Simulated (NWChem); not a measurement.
Program: NWChem. System: H3AlF2S, charge 0, spin multiplicity 1, at a geometry optimised with PBE0/def2-SVP. The structure started from a generated list of species. Level: G0W0@PBE0/def2-SVPD, RI basis def2-svpd-rifit.

Output (cleaned and shortened):

```
             Northwest Computational Chemistry Package (NWChem) 7.3.0
             --------------------------------------------------------

                                NWChem Input Module
                                -------------------

 Scaling coordinates for geometry "geometry" by  1.889725989
 (inverse scale =  0.529177249)

 Turning off AUTOSYM since
 SYMMETRY directive was detected!

                             Geometry "geometry" -> ""
                             -------------------------

 Output coordinates in angstroms (scale by  1.889725989 to convert to a.u.)

  No.       Tag          Charge          X              Y              Z
 ---- ---------------- ---------- -------------- -------------- --------------
    1 Al                  13.0000    -0.64938900     0.67793300     0.00000000
    2 H                    1.0000    -0.41550700     2.23257300     0.00000000
    3 F                    9.0000    -1.11863700    -0.09457800     1.41111400
    4 F                    9.0000    -1.11863700    -0.09457800    -1.41111400
    5 S                   16.0000     1.65743200    -0.42703700     0.00000000
    6 H                    1.0000     1.23706000    -1.25534800     0.98416700
    7 H                    1.0000     1.23706000    -1.25534800    -0.98416700

 Effective nuclear repulsion energy (a.u.)     215.1442776225

            Nuclear Dipole moment (a.u.)
            ----------------------------
        X                 Y               Z
 ---------------- ---------------- ----------------
     0.0000037795     0.0000188973     0.0000000000

      Symmetry information
      --------------------

 Group name             Cs
 Group number              2
 Group order               2
 No. of unique centers     5

      Symmetry unique atoms

     1    2    3    5    6


 Summary of "ao basis" -> "" (spherical)
 ------------------------------------------------------------------------------
       Tag                 Description            Shells   Functions and Types
 ---------------- ------------------------------  ------  ---------------------
 *                         def2-svpd                  on all atoms

 new library libraries.bse/

 Summary of "ri basis" -> "" (spherical)
 ------------------------------------------------------------------------------
       Tag                 Description            Shells   Functions and Types
 ---------------- ------------------------------  ------  ---------------------
[...]
    83     -0.623460  5 S  s                 12     -0.359976  1 Al px
     9     -0.273180  1 Al px                20     -0.253710  1 Al d -2
    93     -0.208846  5 S  px                91      0.194647  5 S  py
    24      0.147977  1 Al d  2               6      0.136114  1 Al px

 center of mass
 --------------
 x =  -0.09375278 y =   0.01444995 z =   0.00000000

 moments of inertia (a.u.)
 ------------------
         372.740682253347         123.255010334444           0.000000000000
         123.255010334444         811.992456794402           0.000000000000
           0.000000000000           0.000000000000         630.409830731121

     Multipole analysis of the density
     ---------------------------------

     L   x y z        total         alpha         beta         nuclear
     -   - - -        -----         -----         ----         -------
     0   0 0 0      0.000000    -25.000000    -25.000000     50.000000

     1   1 0 0      1.343307      0.671652      0.671652      0.000004
     1   0 1 0     -0.482290     -0.241155     -0.241155      0.000019
     1   0 0 1      0.000000      0.000000      0.000000      0.000000

     2   2 0 0    -27.205959   -147.862553   -147.862553    268.519148
     2   1 1 0     -2.492266     32.994776     32.994776    -68.481818
     2   1 0 1     -0.000000     -0.000000     -0.000000      0.000000
     2   0 2 0    -26.680378    -44.032897    -44.032897     61.385417
     2   0 1 1      0.000000      0.000000      0.000000      0.000000
     2   0 0 2    -30.182957    -82.548059    -82.548059    134.913161

 Task  times  cpu:        8.2s     wall:        8.2s

                                NWChem Input Module
                                -------------------

                                 NWChem GW Module
                                 ----------------

                             ***********************
                             ***        GW       ***
                             ***********************

 Summary of "ri basis" -> "ri basis" (spherical)
 ------------------------------------------------------------------------------
       Tag                 Description            Shells   Functions and Types
 ---------------- ------------------------------  ------  ---------------------
 Al                     def2-svpd-rifit             24       78   9s6p6d3f
 H                      def2-svpd-rifit              9       23   4s3p2d
 F                      def2-svpd-rifit             20       64   7s6p5d2f
 S                      def2-svpd-rifit             24       78   9s6p6d3f

                 Memory Information
                 ------------------
          Available GA per process is          1699.9 MBs
          Available stack per process is        700.0 MBs
          Available heap per process is           0.0 MBs

          Peak memory in Initialization
              Peak GA per process is                  9.8 MBs
              Peak stack per process is               0.1 MBs
              Peak heap per process is               10.2 MBs
              Memory not in MA per process            0.0 MBs

          Peak memory in AFF Calculation
              Peak GA per process is                 59.1 MBs
              Peak stack per process is              43.9 MBs
              Peak heap per process is                0.0 MBs
              Memory not in MA per process           43.9 MBs

          Computing 2-center integrals
          Computing Inverse Cholesky factor
          Computing 3-center integrals
          Computing V_xc ...

          Computing Sigma_x
          Computing RPA polarizability
          Solving quasiparticle equations

                  Alpha Orbitals
          State     Energy (eV)     Error (eV)
          -----------------------------------
@GW        22        -13.288           0.002
@GW        23        -13.091           0.002
@GW        24        -11.945           0.004
@GW        25        -11.114           0.005
@GW        26          1.723           0.002
@GW        27          1.083           0.004

   Applying  -2.1879 eV scissor-shift to rest of particle states

   Applying   2.5141 eV scissor-shift to rest of hole states

     GW Timing Statistics
   ------------------------
   Init.   :          0.0s
     ERIs  :          0.9s
     Distr.:          0.0s
     Vxc   :          1.0s
   Sigma_x :          0.0s
   RPA     :          3.6s
   Wmn     :          0.1s
   Sigma_c :          0.0s
   GW total:          5.8s

 Task  times  cpu:        5.8s     wall:        5.8s

 Total times  cpu:       14.0s     wall:       14.0s
```

Question: Write an NWChem input that would produce this output.

Answer: Several could match; the one computed here: 
```
start mol
memory heap 200 mb stack 700 mb global 1700 mb
geometry units angstroms nocenter noautoz
  Al    -0.649389     0.677933     0.000000
  H     -0.415507     2.232573     0.000000
  F     -1.118637    -0.094578     1.411114
  F     -1.118637    -0.094578    -1.411114
  S      1.657432    -0.427037     0.000000
  H      1.237060    -1.255348     0.984167
  H      1.237060    -1.255348    -0.984167
  symmetry group Cs
end
basis spherical
  * library def2-svpd
end
basis "ri basis" bse spherical
  * library def2-svpd-rifit
end
dft
  xc pbe0
  iterations 100
  direct
  tolerances tight
end
task dft energy
gw
  states alpha occ 4 vir 2
end
task dft gw
```
